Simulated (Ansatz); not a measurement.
Basis-set extrapolation for CH9BOSi2 (PBE0-D4/def2-TZVP geometry, frozen core, the Gaussian-basis code of Ansatz). Multiplicity 1, RHF reference.

|  | def2-TZVPP | def2-QZVPP |
| --- | --- | --- |
| HF | -720.599596 | -720.624364 |
| MP2 correlation | -0.797173 | -0.852987 |
| CCSD(T) correlation | -0.889425 | not run |

Energies in hartree. Use E(X) = E(∞) + A·exp(−7.88·√X) for Hartree–Fock and E(X) = E(∞) + B·X^(−2.97) for correlation, with X = 3 and 4, and add CCSD(T) minus MP2 of the smaller set to the MP2 limit.

Question: What is the CCSD(T) energy at the basis-set limit?

Answer: HF limit: -720.624364 + (-0.024768) × 0.13774 = -720.62778. MP2 limit: -0.852987 + (-0.055814) × 0.74074 = -0.89433. Higher-order term: -0.889425 − (-0.797173) = -0.09225. Total: -721.61436 hartree, 329.1 kJ/mol below CCSD(T)/def2-TZVPP.
